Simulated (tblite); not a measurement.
Species: C₆H₆F₃P.
Structure used (GFN2-xTB), in Å, numbered top down from 1:
```xyz
16
C6H6F3P angstrom
F     -2.128    1.447   -0.688
C     -2.435    0.290   -0.083
F     -2.943    0.610    1.114
F     -3.443   -0.248   -0.793
C     -1.254   -0.636    0.031
P      0.062    0.210    1.075
C      0.866    1.231   -0.184
C      2.071    0.731   -0.507
C      2.360   -0.549    0.095
C      1.374   -1.022    0.875
H     -0.882   -0.879   -0.966
H     -1.580   -1.545    0.541
H      0.468    2.175   -0.514
H      2.767    1.208   -1.179
H      3.284   -1.068   -0.103
H      1.403   -1.946    1.427
```

All values are computed: GFN2-xTB (tblite) harmonic vibrations without scaling, gas phase. This tight-binding method is rough: wavenumbers can miss measured ones by several per cent, in bad cases by 10 to 20. One conformer, not necessarily the lowest.

Harmonic wavenumbers (cm⁻¹): 26.3, 61.3, 99.9, 126.6, 178.5, 297.2, 335.3, 403.6, 474.5, 481.3, 489.8, 535.5, 578.1, 671.8, 723.9, 741.9, 768.4, 779.1, 817.0, 829.7, 842.7, 878.0, 886.9, 978.7, 1024.9, 1034.2, 1088.0, 1090.0, 1155.8, 1166.5, 1210.7, 1223.7, 1310.9, 1395.4, 1500.7, 1590.2, 2977.4, 2984.0, 3085.5, 3093.0, 3109.1, 3117.0.

A = 2703, B = 689.1, C = 648.7 MHz; mass 166.016 u (most abundant isotopes); point group C1, symmetry number 1.

Problem. What is the zero-point energy?

Solution. Half the sum of the wavenumbers: 23082 cm⁻¹ = 65.99 kcal/mol.

Problem. Entropy at 298.15 K, 1 bar (ideal gas, RRHO, classical rotation)?

Solution. Translation 41.26, rotation 29.97, vibration 28.93: S = 100.1 cal/(mol K).

Problem. And Cp and H(298.15 K) − H(0)?

Solution. Cp = 38.09 cal/(mol K), of which vibrations give 30.14 (their classical limit is 42 R = 83.5); H(298.15 K) − H(0) = 6.75 kcal/mol without the zero-point energy, 4.38 from vibrations.

Problem. Blend soft modes into free rotors: weight 1/[1 + (100 cm⁻¹/ν̃)⁴] for the oscillator and the rest for a rotor with moment μB/(μ + B), μ = h/(8π²ν), B = 10⁻⁴⁴ kg m². What vibrational entropy results?

Solution. 25.69 cal/(mol K) in place of 28.93, which changes −T·S at 298.15 K by +0.97 kcal/mol.

Problem. What must be added to the electronic energy to get the Gibbs energy at 298.15 K and 1 bar?

Solution. ZPE + [H(298.15 K) − H(0)] − T·S = 65.99 + 6.75 − 29.86 = 42.88 kcal/mol.

Hindered rotation and anharmonicity are outside this model. Other conformers, if any are populated, would add a mixing term that is left out. The structure is chiral; the term R ln 2 for an equal mix with its mirror image is left out.
